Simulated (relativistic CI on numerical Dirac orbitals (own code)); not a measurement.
# Sensitivity of the levels of In5+ to α and to the nuclear radius

Calculated at this level of theory: Dirac-Coulomb-Breit CI, separate exchange-only KLI orbitals for each configuration, valence Slater integrals scaled by 0.85, P86 correlation energy added to each configuration, derivatives by finite differences, QED left out (own radial code, finite nucleus).

CI space (outside the closed core [Ar] 3d10 4s2): 4p⁶4d⁸, 4p⁶4d⁷5s, 4p⁶4d⁷4f, 4p⁶4d⁷5p, 4p⁵4d⁹, 4p⁶4d⁷5d, 4p⁶4d⁶5s², 4p⁴4d¹⁰. Levels of other configurations are missing.

With x = (α/α₀)² − 1 an excitation energy changes as ω = ω₀ + qx; K = 2q/ω₀ is the relative enhancement. Terms are leading LS components, so labels can repeat. The field-shift factor is F = δν/δ⟨r²⟩ for the transition from the lowest level.

Lowest level 4p⁶4d⁸ ³F4.

| Level | ω₀ (cm⁻¹) | q (cm⁻¹) | K | F (GHz/fm²) |
| --- | --- | --- | --- | --- |
| 4p⁶4d⁸ ³F3 | 6242.4 | 6364 | 2.04 | 0.0866 |
| 4p⁶4d⁸ ³F2 | 7844.9 | 3998 | 1.02 | 0.08 |
| 4p⁶4d⁸ ³P2 | 14835.8 | 4464 | 0.602 | 0.135 |
| 4p⁶4d⁸ ³P0 | 20145.9 | 4376 | 0.434 | 0.164 |
| 4p⁶4d⁸ ³P1 | 20406.9 | 6327 | 0.62 | 0.185 |
| 4p⁶4d⁸ ¹D2 | 22553.6 | 10450 | 0.927 | 0.22 |
| 4p⁶4d⁸ ¹G4 | 25875.9 | 5319 | 0.411 | 0.163 |
| 4p⁶4d⁸ ¹S0 | 53120.7 | 8305 | 0.313 | 0.282 |
| 4p⁶4d⁷5s ⁵F5 | 208997.7 | -26300 | -0.252 | 18 |
| 4p⁶4d⁷5s ⁵F4 | 212998.9 | -22620 | -0.212 | 18 |
| 4p⁶4d⁷5s ⁵F3 | 216160.6 | -19320 | -0.179 | 18.1 |
| 4p⁶4d⁷5s ⁵F2 | 218073.7 | -18040 | -0.165 | 18.1 |
| 4p⁶4d⁷5s ⁵F1 | 219218.8 | -17380 | -0.159 | 18.1 |

At this charge configurations can still be misplaced by up to about 7 % of their energy.
